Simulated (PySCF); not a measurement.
Electronic structure of Os (osmium, neutral) at the UHF level

Configuration: [Xe] 4f14 5d6 6s2, high-spin 5D determinant. Computed with PySCF 2.14 in aug-cc-pVDZ-PP with ECP60MDF (5s5p4d2f, 54 functions), with scalar relativity through the core potential.

| Quantity | Value |
| --- | --- |
| Total energy | -90.066686 hartree |
| One-electron energy | -155.2359 hartree |
| Hartree (Coulomb) energy | 73.8800 hartree |
| Exchange energy | -8.7107 hartree |
| ⟨S²⟩ | 6.0271 |
| ⟨L²⟩ | 6.024 |
| Sum of ⟨r⟩ | 26.40 bohr |
| Sum of ⟨r²⟩ | 58.26 bohr² |
| Traceless quadrupole moment −½Σ⟨3z² − r²⟩ along its main axis | 1.13 e·bohr² |
| Time after the integrals | 0.33 s of wall time on 1 thread of Neoverse-V1 (shared host) |

```json
{"shell": "5s α", "electrons": "1", "mean orbital energy (eV)": "-110.06", "spread (eV)": "0", "rms radius, mean of both spins (bohr)": "1.09"}
{"shell": "5s β", "electrons": "1", "mean orbital energy (eV)": "-104.75", "spread (eV)": "0", "rms radius, mean of both spins (bohr)": "1.09"}
{"shell": "5p α", "electrons": "3", "mean orbital energy (eV)": "-65.790", "spread (eV)": "1.393", "rms radius, mean of both spins (bohr)": "1.27"}
{"shell": "5p β", "electrons": "3", "mean orbital energy (eV)": "-58.298", "spread (eV)": "0.821", "rms radius, mean of both spins (bohr)": "1.27"}
{"shell": "5d α", "electrons": "5", "mean orbital energy (eV)": "-13.109", "spread (eV)": "1.679", "rms radius, mean of both spins (bohr)": "1.92"}
{"shell": "5d β", "electrons": "1", "mean orbital energy (eV)": "-9.254", "spread (eV)": "0", "rms radius, mean of both spins (bohr)": "1.92"}
{"shell": "6s α", "electrons": "1", "mean orbital energy (eV)": "-8.849", "spread (eV)": "0", "rms radius, mean of both spins (bohr)": "3.47"}
{"shell": "6s β", "electrons": "1", "mean orbital energy (eV)": "-6.770", "spread (eV)": "0", "rms radius, mean of both spins (bohr)": "3.47"}
```

Energies and moments cover only the electrons outside the core potential. Spin-orbit coupling, absent here, splits the open shell strongly.
